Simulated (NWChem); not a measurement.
Molecule: C$_{4}$H$_{3}$IO; SMILES c1oc(cc1)I

All runs: NWChem. Geometry: optimised at PBE0/def2-SVP. No frequency run checked for a minimum. def2 effective core potentials on I; no spin-orbit coupling. Level PBE0/def2-SVPD: single points from the atomic guess with DIIS by default; each run changes one setting, and all converged runs end within 0.3 mHa of each other. NWChem's automatic level shift, which a small gap switches on, acted in some of these runs.

**Question.** Which setting needs the most SCF iterations, or fails (defaults; DIIS on 3 Fock matrices; no level shifting; occupation smearing of 0.005 Ha; core-Hamiltonian guess)?

**Answer.** core-Hamiltonian guess, with 20 against 10 for the defaults.
```csv
setting,SCF iterations
defaults,10
DIIS on 3 Fock matrices,10
core-Hamiltonian guess,20
no level shifting,10
occupation smearing of 0.005 Ha,10
```
